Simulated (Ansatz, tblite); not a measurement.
Cost and result up the ladder for the cluster Au₂O₂⁻ (the lowest doublet isomer of a short search) (4 atoms). Total charge -1; doublet. Geometry: PBE-D4/def2-TZVPD.

```xyz
4

Au   -3.097    0.418    0.430
Au   -0.611    0.037   -0.107
O     1.397   -0.292   -0.629
O     2.311   -0.163    0.305
```

Ansatz on 4 threads of Intel Xeon on a shared host; xTB runs through tblite on one thread. Times are rough, summed over both states, and most runs start from the orbitals of an earlier one. B2PLYP/def2-TZVPD serves as the yardstick here, not as an exact answer. Differences are given only for rows in sets of like size (and for xTB, whose basis is part of the method), since another set adds its own error. The other state is a quartet at its own geometry, which has other bonds, so the gap mixes isomer and spin.

In the def2 sets Au takes a core potential; there is no spin–orbit coupling. The xTB rows come from tblite. LC-ωPBE has ω = 0.4 bohr⁻¹. HSE06 is defined as in plane-wave codes, on full-range PBE exchange. Correlated methods freeze 2 core orbitals; core or outer-core shells of Au are correlated, in sets that lack core-valence functions. The rows differ in basis, and correlated rows in double-zeta sets carry the largest basis error. The structure holds 1 bond(s) between oxygen atoms. In the quartet geometry the species has come apart into loosely held pieces. The structure comes from a short search, and lower isomers may exist.

Run but left out: MP2/def2-SVPD, MP2/def2-TZVPD (quartet: ⟨S²⟩ 3.92 to 3.93, where a pure state has 3.75).

Correlated methods converge slowly with the basis, most of all in double-zeta sets.

xTB has no spin-polarisation term.

```tsv
level	functions	quartet − doublet (eV)	difference from B2PLYP/def2-TZVPD (eV)	remarks
LC-ωPBE/def2-TZVPD	166	1.35	0.21	–
r2SCAN0-D4/def2-TZVPD	166	1.02	-0.13	–
B2PLYP/def2-TZVPD	166	1.14	0.00	–
GFN1-xTB	26	2.23	1.09	–
HSE06-D4/def2-TZVPD	166	1.11	-0.04	HOMO above zero (quartet)
BLYP-D4/def2-TZVPD	166	1.15	0.01	HOMO above zero (quartet)
CCSD(T)/def2-SVPD	116	1.17	–	spin-contaminated (⟨S²⟩ 3.92) (quartet)
PBE0-D4/def2-TZVPD	166	1.11	-0.03	–
GFN2-xTB	26	3.71	2.56	–
RPA@PBE/def2-TZVPD	166	1.25	0.11	–
r2SCAN-D4/def2-TZVPD	166	1.11	-0.03	–
PBE-D4/def2-TZVPD (with forces)	166	1.19	0.05	HOMO above zero (quartet)
```

Task: Estimate how long each takes.

Result: GFN1-xTB 0.023 s; GFN2-xTB 0.033 s; PBE-D4/def2-TZVPD (with forces) 11 s; BLYP-D4/def2-TZVPD 12 s; HSE06-D4/def2-TZVPD 16 s; PBE0-D4/def2-TZVPD 18 s; r2SCAN-D4/def2-TZVPD 19 s; RPA@PBE/def2-TZVPD 20 s; LC-ωPBE/def2-TZVPD 22 s; B2PLYP/def2-TZVPD 27 s; r2SCAN0-D4/def2-TZVPD 36 s; CCSD(T)/def2-SVPD 5.6 min. On shared hardware such times vary by a factor of up to 3.
